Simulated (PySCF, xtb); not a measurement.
CH₆ClFSi₂, SMILES F[SiH2]C[SiH2]Cl. The values are those of a single conformer.

Harmonic wavenumbers (cm⁻¹) from xtb with GFN2-xTB at its own minimum, in rising order: 39, 54, 122, 159, 230, 459, 467, 487, 569, 583, 644, 703, 725, 734, 772, 789, 801, 833, 1011, 1138, 1443, 2249, 2275, 2321, 2351, 2965, 2983.

**Question.** What does PBE-D3(BJ)/def2-SVP (PySCF) give at its own minimum? (Estimate from the structure and the level; the computed values follow.)

**Answer.** 52, 66, 108, 185, 272, 466, 512, 518, 636, 661, 720, 744, 774, 836, 838, 880, 923, 930, 979, 1036, 1323, 2177, 2183, 2188, 2205, 2985, 3056. Paired by order, the mean absolute difference is 66 cm⁻¹ and the zero-point energies are 39.9 and 40.4 kcal/mol.
